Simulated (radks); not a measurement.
The numbers below are computed, except where a source is named.
Problem. Co II, configuration [Ar] 3d8. Code: a radial shooting solver on a logarithmic mesh with Libxc functionals. Model: Dirac Kohn-Sham, PBE, spin-unpolarised, spherical densities, point nucleus; open shells are shared between the two j in proportion to 2j + 1; speed of light set to 411.108 atomic units (3 times the physical value, a model run). Some entries of the table are withheld. Estimate them.

| orbital | occ. | eigenvalue (eV) | <1/r> (bohr^-1) | <r^2> (bohr^2) |
|---|---|---|---|---|
| 1s1/2 | 2 | -7527.273 | 26.57 | 0.004331 |
| 2s1/2 | 2 | -886.9157 | 5.722 | 0.07870 |
| 2p1/2 | 2 | -770.3175 | (1) | 0.06258 |
| 2p3/2 | 4 | -768.7013 | (2) | 0.06275 |
| 3s1/2 | 2 | -103.1960 | 1.798 | 0.7152 |
| 3p1/2 | 2 | -68.4788 | (3) | 0.8086 |
| 3p3/2 | 4 | -68.2813 | (4) | 0.8108 |
| 3d3/2 | 3.2 | (5) | 1.236 | 1.763 |
| 3d5/2 | 4.8 | (6) | 1.235 | 1.766 |

Solution. 
(1) 2p1/2 <1/r> (bohr^-1): 5.677
(2) 2p3/2 <1/r> (bohr^-1): 5.665
(3) 3p1/2 <1/r> (bohr^-1): 1.666
(4) 3p3/2 <1/r> (bohr^-1): 1.663
(5) 3d3/2 eigenvalue (eV): -12.3228
(6) 3d5/2 eigenvalue (eV): -12.3030
